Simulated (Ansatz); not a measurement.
Problem. Name a neutral molecule of B, Cl, F with size of the dipole moment (PBE/def2-TZVPP) between 0.20 and 0.50 D and HOMO–LUMO gap (PBE0/def2-TZVPP) between 9.70 and 10.00 eV (Ansatz, PBE0-D4/def2-TZVP geometry).

Solution. `FB(F)Cl` (0.23 D, 9.71 eV). Other molecules can fit too; these were computed, each in one conformer that needn't be the lowest.
